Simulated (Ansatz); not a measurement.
Relaxation of C4H8Si (13 atoms, charge 0, multiplicity 1), to a largest force component of 0.02 eV/Å in at most 40 steps.

The calculation used RKS PBE-D4/6-31G in Ansatz 0.2.0.

```xyz
13
Properties=species:S:1:pos:R:3
C -1.129 1.579 1.106
C -0.259 0.761 0.671
C 0.464 -0.165 1.402
Si 0.510 0.383 -0.846
C 0.035 -1.297 -1.601
H -1.442 1.691 2.146
H -1.670 2.303 0.426
H 1.590 0.057 1.559
H 0.246 -1.198 1.361
H 1.866 0.728 -1.009
H 0.206 -1.285 -2.640
H -0.998 -1.541 -1.404
H 0.601 -2.051 -1.156
```

Question: Where does it end, and by what steps?

Answer: The run converged. Limits of this set-up: no polarisation functions. After 13 steps the energy has fallen by 1.862 eV; H13 moved furthest, 0.81 Å.

| step | energy less start (eV) | largest force component (eV/Å) | accepted |
| --- | --- | --- | --- |
| 0 | 0.0000 | 4.699 | yes |
| 1 | -1.0244 | 2.143 | yes |
| 2 | -1.3322 | 1.043 | yes |
| 3 | -1.6509 | 0.986 | yes |
| 4 | -1.6926 | 1.833 | yes |
| 5 | -1.8113 | 0.487 | yes |
| 6 | -1.8128 | 0.878 | yes |
| 7 | -1.8504 | 0.321 | yes |
| 8 | -1.8582 | 0.105 | yes |
| 9 | -1.8603 | 0.120 | yes |
| 10 | -1.8613 | 0.033 | yes |
| 11 | -1.8615 | 0.037 | yes |
| 12 | -1.8616 | 0.029 | yes |
| 13 | -1.8617 | 0.017 | yes |

```xyz
13
Properties=species:S:1:pos:R:3
C -1.213 1.723 1.081
C -0.276 0.845 0.703
C 0.630 -0.188 1.340
Si 0.775 -0.034 -0.595
C 0.042 -1.385 -1.732
H -1.504 1.842 2.134
H -1.732 2.362 0.359
H 1.467 0.175 1.953
H 0.160 -1.087 1.763
H 1.994 0.684 -1.126
H -0.292 -0.954 -2.690
H -0.825 -1.851 -1.236
H 0.794 -2.166 -1.938
```

Run time: 42 s on 1 thread of Arm Neoverse V2, on a shared host, peak memory 0.13 GiB.
